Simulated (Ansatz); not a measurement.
Isolated molecules relaxed with PBE0-D4/def2-TZVP in Ansatz; ΔE leaves out vibrations. CBS: MP2 limit from def2 TZ/QZ plus the TZ coupled-cluster correction, frozen cores. For Br outer-core shells are correlated without core-valence functions, which leaves a few kJ/mol of doubt a bond. Scalar relativity is left out up to krypton. One conformer a species, not always the lowest.

`O[SiH](O)Br` + `C=C[SiH2]O` → `C=C[SiH](O)[SiH](O)O` + HBr  (formal exchange of groups at the Si–Br bond)

| level | ΔE (kJ/mol) |
| --- | --- |
| MP2/def2-QZVPP | 133.4 |
| MP2/CBS(def2) | 135.0 |

(1) What does CCSD(T)/CBS give? (An estimate is asked.)

Largest T1 diagnostic among the species: 0.012.

Results:

(1) Computed: +124.6 kJ/mol. The listed levels differ from it by 8.8, 10.4 kJ/mol.

From PBE to PBE0 (25 % exact exchange), in def2-TZVPP and without D4, ΔE moves by +8.0 kJ/mol. The D4 term adds −8.2 kJ/mol with B3LYP and −5.3 kJ/mol with PBE0; it sums over pairs of atoms, weighted by their polarisabilities, and B3LYP, whose exchange is more repulsive, gets the larger term.

B3LYP here is the variant with VWN-RPA as its local correlation; programs differ in this.
